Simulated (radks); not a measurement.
Q: The mean radii <r> (bohr) of the occupied orbitals of an atom or ion are listed with their occupations. Method: Dirac Kohn-Sham, PBEsol, spin-unpolarised, spherical densities, point nucleus; computed with a radial shooting solver on a logarithmic mesh with Libxc functionals.

orbital     occ.      <r>
1s1/2          2  0.04150
2s1/2          2   0.1833
2p1/2          2   0.1574
2p3/2          4   0.1614
3s1/2          2   0.5304
3p1/2          2   0.5335
3p3/2          4   0.5440
3d3/2          4   0.5525
3d5/2          6   0.5564
4s1/2          2    1.501
4p1/2    1.33333    1.715
4p3/2    2.66667    1.746

Name the element and its charge. Open shells, if any, are shared by 2j + 1.

A: Z = 36, krypton, charge +2: Kr2+ in [Ar] 3d10 4s2 4p4. The 1s radius gives Z: for a bare nucleus <r> = (2 gamma + 1)/(2Z) with gamma = sqrt(1 - (Z/c)^2), 0.04069 bohr for Z = 36, and screening makes it slightly larger (0.04150 here). The occupations add up to 34, and the charge is Z minus that.
